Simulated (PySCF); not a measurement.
CH₇FOSi₂, SMILES CO[Si@@H](F)[SiH3]. Heavy atoms are numbered as in [CH3:1][O:2][Si@@H:3]([F:4])[SiH3:5]. Hydrogens are named by the atom that carries them.

Geometry: B3LYP-D3(BJ)/def2-SVP. The structure was generated by enumeration; whether it is a known compound was not checked. Other conformers were not sampled.

All values below come from PySCF with PBE/pcSseg-1.

GIAO shieldings, no solvent; atoms alike by connectivity are averaged. δ = σ(ref) − σ: ¹³C against TMS (σ = 182.0 ppm); ¹⁷O against H2O (σ = 334.3 ppm); ²⁹Si against TMS (σ = 335.4 ppm); ¹⁹F against CFCl3 (σ = 133.6 ppm); ¹H against TMS (σ = 31.49 ppm), references at their B3LYP-D3(BJ)/def2-TZVP geometries, non-relativistic.

```tsv
atoms	nucleus	count	δ (ppm)
C1 (CH3)	¹³C	1	___
O2	¹⁷O	1	74.1
Si3 (SiH)	²⁹Si	1	___
Si5 (SiH3)	²⁹Si	1	-116.9
F4	¹⁹F	1	-176.3
H on Si3	¹H	1	___
H on C1	¹H	3	___
H on Si5	¹H	3	3.61
```

**Question.** What belongs in the gaps? (Estimate from the structure and the level; the computed values follow.)

**Answer.** 
- H on Si3, δ (ppm): 6.02
- Si3 (SiH), δ (ppm): 10.7
- C1 (CH3), δ (ppm): 60.4
- H on C1, δ (ppm): 4.26
